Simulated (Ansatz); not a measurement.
Cost and result up the ladder for Ga(PH3)F3 (GaPH3F3) (8 atoms). The state is a singlet with charge 0. Geometry: PBE0-D4/def2-SVP.

```csv
atom,x (Å),y (Å),z (Å)
F1,0.518,-0.397,-2.316
F2,-1.703,-1.559,-0.684
F3,1.143,-2.111,0.055
Ga4,-0.012,-1.113,-0.807
P5,0.008,0.904,0.654
H6,-0.768,2.011,0.241
H7,1.260,1.523,0.875
H8,-0.446,0.741,1.983
```

Ansatz on 2 threads of Arm Neoverse V2 on a shared host. Times are rough, and most runs start from the orbitals of an earlier one. PBE0-D4/def2-TZVP serves as the yardstick here, not as an exact answer. Differences are given only for rows in sets of like size (and for xTB, whose basis is part of the method), since another set adds its own error. Binding counts from free atoms at the same level (F doublet, Ga doublet, P quartet, H doublet; other spins of the atoms weren't run), without zero-point energy or a counterpoise term.

Correlated methods freeze 17 core orbitals; core or outer-core shells of Ga are correlated, in sets that lack core-valence functions. The rows differ in basis, and correlated rows in double-zeta sets carry the largest basis error.

Correlated methods converge slowly with the basis, most of all in double-zeta sets.

```csv
level,functions,binding energy per atom (eV),difference from PBE0-D4/def2-TZVP (eV)
BHLYP-D4/def2-TZVP,196,3.11,-0.08
r2SCANh-D4/def2-TZVP,196,3.22,0.03
PBE0-D4/def2-SVP,107,3.19,–
LDA (SPW92)/def2-TZVP,196,3.77,0.57
r2SCAN-D4/def2-TZVP,196,3.26,0.07
PBE-D4/def2-SVP,107,3.29,–
PBE0-D4/def2-TZVP,196,3.19,0.00
MP2/def2-TZVP,196,3.25,0.06
PBE-D4/def2-TZVP (with forces),196,3.28,0.09
CCSD(T)/def2-SVP,107,3.04,–
```

Task: Estimate how long each takes.

Result: PBE-D4/def2-SVP 1.1 s; LDA (SPW92)/def2-TZVP 1.3 s; PBE0-D4/def2-SVP 1.8 s; PBE-D4/def2-TZVP (with forces) 2.8 s; MP2/def2-TZVP 3 s; PBE0-D4/def2-TZVP 3.6 s; BHLYP-D4/def2-TZVP 3.6 s; r2SCAN-D4/def2-TZVP 4.9 s; r2SCANh-D4/def2-TZVP 6.5 s; CCSD(T)/def2-SVP 10 s. On shared hardware such times vary by a factor of up to 3.
